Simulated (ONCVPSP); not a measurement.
# O (Z = 8): variants of one ONCV potential

Base potential:

ONCVPSP 4.0.1 input, shortened (lines: element, Z, core and valence counts, functional; n l f; lmax; l rc ep ncon nbas qcut; lloc lpopt rc5 dvloc0; l nproj debl; icmod fcfact rcfact), LDA (Perdew-Zunger), scalar-relativistic:

```
  O 8.00    1    2        3      upf
    1    0    2.00
    2    0    2.00
    2    1    4.00
    1
    0    0.95    0.00    4    9    8.10
    1    2.10    0.00    4    7    7.50
    4    5    0.90    6.00
    0    2    3.40
    1    2    3.20
    1    0.45    0.00
```

All-electron outer shells of the reference configuration (LDA (Perdew-Zunger), scalar-relativistic, ld1.x):

| shell | level (eV) | outermost node (bohr) | outermost maximum (bohr) |
| --- | --- | --- | --- |
| 1s | -510.89 | – | 0.13 |
| 2s | -23.75 | 0.28 | 0.88 |
| 2p | -9.20 | – | 0.82 |

Cutoffs, loose and tight: the cutoffs (Ha) at which the residual kinetic energy of the hardest occupied pseudo-wave falls to 1 and 0.1 mHa per electron. They do not see the model core or the augmentation charge, which bear on the density cutoff. Test errors are all-electron minus pseudo excitation energies from the reference, over the configurations 2s2 2p3; 2s2 2p2; 2s2 2p1; 2s2 2p3.5. A dash means not determined; rows that change the core or the reference have their own tests.

| change | outcome | cutoff, loose | cutoff, tight | bound ghosts | GHOST(+) flags above zero | largest test error (meV) |
| --- | --- | --- | --- | --- | --- | --- |
| base | generated | 31 Ha | 158 Ha | none | none | +2803 |
| functional Wu-Cohen | generated | 31 Ha | 159 Ha | none | none | +2776 |
| p: qcut 6 | generated | 31 Ha | 158 Ha | none | none | +3728 |

Task: What comes out with this change to the base: p: rc 2.58?

Result: outcome: generated; cutoff, loose: 31 Ha; cutoff, tight: 158 Ha; bound ghosts: none; GHOST(+) flags above zero: none; largest test error (meV): +4517.
